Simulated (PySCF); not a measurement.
Geometry (Å), atoms numbered from 1 in this order:
```xyz
23

C     3.8054    0.2115    0.4088
O     2.5965   -0.4360    0.6992
C     1.5651   -0.0977   -0.2058
C     0.2839   -0.7901    0.2416
C    -0.9098   -0.4430   -0.6555
C    -2.1602   -1.2675   -0.2960
C    -3.1698   -0.2553    0.1322
C    -2.7134    0.9905    0.0316
C    -1.3452    0.9982   -0.4820
N    -0.5974    1.9754   -0.7695
H     4.1809   -0.0704   -0.5836
H     3.6896    1.3024    0.4391
H     4.5193   -0.1013    1.1684
H     1.4111    0.9897   -0.2281
H     1.8361   -0.4231   -1.2233
H     0.4495   -1.8691    0.2256
H     0.0720   -0.4974    1.2715
H    -0.6135   -0.6033   -1.6952
H    -2.5318   -1.8411   -1.1482
H    -1.9612   -1.9776    0.5094
H    -4.1485   -0.5498    0.4739
H    -3.2488    1.8931    0.2741
H    -1.0144    2.8889   -0.5984
```

PySCF calculation with geometry: GFN2-xTB and σ from GIAO-PBE0/pcSseg-1; non-relativistic Hamiltonian, no solvent, a single conformation, equivalent nuclei averaged.

References, each an isolated molecule treated in the same way: ¹³C and ¹H vs TMS; ¹⁷O vs H2O; NH3 for ¹⁵N.

```json
{"atoms": "H23", "nucleus": "¹H", "count": "1", "Hirshfeld charge": "0.10", "δ (ppm)": "9.79"}
{"atoms": "C8", "nucleus": "¹³C", "count": "1", "Hirshfeld charge": "-0.06", "δ (ppm)": "?"}
{"atoms": "H16", "nucleus": "¹H", "count": "1", "Hirshfeld charge": "0.04", "δ (ppm)": "?"}
{"atoms": "C5", "nucleus": "¹³C", "count": "1", "Hirshfeld charge": "-0.02", "δ (ppm)": "40.6"}
{"atoms": "H21", "nucleus": "¹H", "count": "1", "Hirshfeld charge": "0.06", "δ (ppm)": "?"}
{"atoms": "H14", "nucleus": "¹H", "count": "1", "Hirshfeld charge": "0.02", "δ (ppm)": "5.16"}
{"atoms": "C6", "nucleus": "¹³C", "count": "1", "Hirshfeld charge": "-0.07", "δ (ppm)": "?"}
{"atoms": "C7", "nucleus": "¹³C", "count": "1", "Hirshfeld charge": "-0.02", "δ (ppm)": "159.9"}
{"atoms": "H15", "nucleus": "¹H", "count": "1", "Hirshfeld charge": "0.03", "δ (ppm)": "?"}
{"atoms": "C3", "nucleus": "¹³C", "count": "1", "Hirshfeld charge": "-0.01", "δ (ppm)": "74.7"}
{"atoms": "H19", "nucleus": "¹H", "count": "1", "Hirshfeld charge": "0.05", "δ (ppm)": "3.07"}
{"atoms": "C1", "nucleus": "¹³C", "count": "1", "Hirshfeld charge": "-0.04", "δ (ppm)": "61.4"}
{"atoms": "C4", "nucleus": "¹³C", "count": "1", "Hirshfeld charge": "-0.07", "δ (ppm)": "39.5"}
{"atoms": "H17", "nucleus": "¹H", "count": "1", "Hirshfeld charge": "0.03", "δ (ppm)": "1.53"}
{"atoms": "H11/H12/H13", "nucleus": "¹H", "count": "3", "Hirshfeld charge": "0.04", "δ (ppm)": "?"}
{"atoms": "H20", "nucleus": "¹H", "count": "1", "Hirshfeld charge": "0.05", "δ (ppm)": "?"}
{"atoms": "N10", "nucleus": "¹⁵N", "count": "1", "Hirshfeld charge": "-0.23", "δ (ppm)": "321.4"}
{"atoms": "H22", "nucleus": "¹H", "count": "1", "Hirshfeld charge": "0.05", "δ (ppm)": "5.89"}
{"atoms": "C9", "nucleus": "¹³C", "count": "1", "Hirshfeld charge": "0.09", "δ (ppm)": "192.4"}
{"atoms": "H18", "nucleus": "¹H", "count": "1", "Hirshfeld charge": "0.04", "δ (ppm)": "2.30"}
{"atoms": "O2", "nucleus": "¹⁷O", "count": "1", "Hirshfeld charge": "-0.15", "δ (ppm)": "24.9"}
```

Q: Complete the table.

A: 
- C8: 138.9 ppm, carbon bonded to 2 C, H
- C6: 44.3 ppm, carbon bonded to 2 C, 2 H
- H21: 7.00 ppm, hydrogen on a carbon bonded to 2 C
- H11/H12/H13: 3.53 ppm, hydrogen on a carbon bonded to O
- H15: 3.23 ppm, hydrogen on a carbon bonded to C, O
- H20: 2.23 ppm, hydrogen on a carbon bonded to 2 C
- H16: 1.86 ppm, hydrogen on a carbon bonded to 2 C

OH and NH positions are those of a molecule without intermolecular hydrogen bonds; in solution they move with solvent, concentration and temperature, and exchange usually removes their couplings. Shifts are as computed. Against solution values, carbons near 30 ppm lie about +3 ppm off and those near 130 ppm about +5 ppm. Of 1211 compounds with measured shifts, 218 miss one by over three times the rms of a fit or turn the order of signals round; such compounds aren't used in these exercises. Experimental scales use liquid or dissolved standards, which lie at an offset from isolated NH3 (liquid NH3: subtract about 20 ppm) and H2O (liquid H2O: subtract about 36 ppm). Unscaled 15N shifts of sp2 nitrogen come out 20 to 40 ppm too high even then.
